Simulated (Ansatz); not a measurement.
Molecule: CuF, net charge 0, singlet state. 
Coordinates optimised at B3LYP-D3(BJ)/def2-TZVP (Ansatz, a quantum-chemistry and plane-wave program):
```
Cu
F 1 1.7714
```
Charge 0, spin multiplicity 1.

Basis-set convergence of Hartree-Fock and MP2 correlation energies (hartree) with Ansatz. Correlated levels leave the core frozen unless marked. Spin-orbit coupling is left out. The frozen core is the preceding noble-gas configuration, with the filled d and f shells of earlier blocks. Non-relativistic.

The T1 diagnostic of CCSD in the largest basis is 0.036, which is high, so the coupled-cluster rows are less sure than usual.

| basis | functions | E(HF) | E(corr, MP2) |
|---|---|---|---|
| def2-SVP | 45 | -1738.05188 | -0.49172 |
| def2-TZVPP | 95 | -1738.41782 | -0.75755 |
| def2-QZVPP | 157 | -1738.46481 | -0.81297 |

Extrapolating the two largest sets (X = 3 and 4) as X^-3: E(corr) = (64·(-0.81297) - 27·(-0.75755))/37 = -0.8534 Eh, an estimate of the basis-set limit. The largest set recovers 95.3 % of it, the smallest 57.6 %.
